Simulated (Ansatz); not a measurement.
Reaction (formal hydrolysis of the Si–C bond): `[SiH3]C[SiH2][TeH]` + H₂O → `O[SiH2][TeH]` + `C[SiH3]`

Program: Ansatz. Geometries: PBE0-D4/def2-TZVP. ΔE: electronic, gas phase. CBS: MP2 limit from def2 TZ/QZ plus the TZ coupled-cluster correction, frozen cores. This one scheme is used for every species. DFT in def2-TZVPP. B3LYP here is the variant with VWN-RPA as its local correlation; programs differ in this. Elements past krypton have def2 core potentials. For Te outer-core shells are correlated without core-valence functions, which leaves a few kJ/mol of doubt a bond. One conformer a species, not always the lowest.

`[SiH3]C[SiH2][TeH]`:

Z-matrix (Å, degrees):
```
Si
C 1 1.878
H 1 1.484 2 110.7
H 1 1.489 2 109.8 3 119.9
H 1 1.488 2 110.3 3 -120.8
Si 2 1.867 1 114.5 3 81.1
H 2 1.096 1 109.2 3 -158.4
H 2 1.095 1 109.0 3 -41.8
Te 6 2.499 2 112.8 1 -49.0
H 6 1.486 2 110.4 1 66.1
H 6 1.486 2 111.0 1 -172.9
H 9 1.659 6 91.6 2 -62.3
```

H₂O:

```xyz
3

O    -0.112   -0.369   -0.052
H    -0.328    0.208    0.683
H     0.440    0.161   -0.631
```

`O[SiH2][TeH]`:

Z-matrix (Å, degrees):
```
Si
Te 1 2.499
O 1 1.643 2 113.5
H 1 1.478 2 108.1 3 116.6
H 1 1.485 2 106.3 3 -123.7
H 2 1.657 1 91.0 3 97.5
H 3 0.959 1 117.4 2 -44.3
```

`C[SiH3]`:

```xyz
8

C     0.609    0.555   -0.544
Si   -0.545   -0.497    0.486
H     0.119    1.481   -0.853
H     0.923    0.020   -1.443
H     1.504    0.818    0.025
H    -0.973    0.235    1.709
H     0.126   -1.756    0.909
H    -1.763   -0.856   -0.290
```

```
 level  ΔE (eV)
r2SCAN    -0.95
 B3LYP    -1.06
```

Problem. What does CCSD(T)/CBS give? (Best estimate.)

Solution. The calculation gave: -0.82 eV. The listed levels differ from it by -0.13, -0.24 eV.

Largest T1 diagnostic among the species: 0.011.

In def2-TZVPP, CCSD(T) changes the Hartree–Fock value by +0.28 eV (the triples alone add +0.04 eV) and MP2 by +0.30 eV. The D4 term adds +0.15 eV with B3LYP and +0.09 eV with PBE0; it sums over pairs of atoms, weighted by their polarisabilities, and B3LYP, whose exchange is more repulsive, gets the larger term.
